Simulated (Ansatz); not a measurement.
`[CH2]1[AlH][S]1` + `COB(S)Br` → `[Br][Al]1[CH2][S]1` + `COBS`  (redistribution)

Computed with Ansatz on PBE0-D4/def2-TZVP structures; ΔE is electronic, products minus reactants. CCSD(T)/CBS is the MP2 limit (def2-TZVPP, def2-QZVPP) plus CCSD(T) − MP2 in def2-TZVPP, frozen cores. Functionals use def2-TZVPP. B3LYP here is the variant with VWN-RPA as its local correlation; programs differ in this. HSE06 is defined as in plane-wave codes. For Br outer-core shells are correlated without core-valence functions, which leaves a few kJ/mol of doubt a bond. Scalar relativity is left out up to krypton. Each species was taken in one conformer, which may not be the lowest.

```
             level  ΔE (kcal/mol)  difference from CCSD(T)/CBS
         r2SCAN-D4          -18.9                         -0.1
        r2SCANh-D4          -19.1                         -0.3
              BLYP          -20.3                         -1.5
             B3LYP          -20.6                         -1.8
           r2SCAN0          -19.6                         -0.8
             HSE06          -19.2                         -0.4
             BHLYP          -21.4                         -2.6
       HF/def2-SVP          -21.4                         -2.6
     CCSD/def2-SVP          -18.8                          0.0
SCS-MP2/def2-TZVPP          -19.3                         -0.5
CCSD(T)/def2-TZVPP          -19.1                         -0.3
     HF/def2-QZVPP          -23.2                         -4.4
    MP2/def2-QZVPP          -18.4                          0.4
SCS-MP2/def2-QZVPP          -19.2                         -0.4
      HF/CBS(def2)          -23.2                         -4.4
    CCSD/CBS(def2)          -19.5                         -0.7
       CCSD(T)/CBS          -18.8                            0
```

Largest T1 diagnostic among the species: 0.014.

The D4 term adds +1.7 kcal/mol with B3LYP and +0.8 kcal/mol with PBE0; it sums over pairs of atoms, weighted by their polarisabilities, and B3LYP, whose exchange is more repulsive, gets the larger term. From PBE to PBE0 (25 % exact exchange), in def2-TZVPP and without D4, ΔE moves by −0.8 kcal/mol. In def2-TZVPP, CCSD(T) changes the Hartree–Fock value by +4.1 kcal/mol (the triples alone add +0.7 kcal/mol) and MP2 by +4.6 kcal/mol.
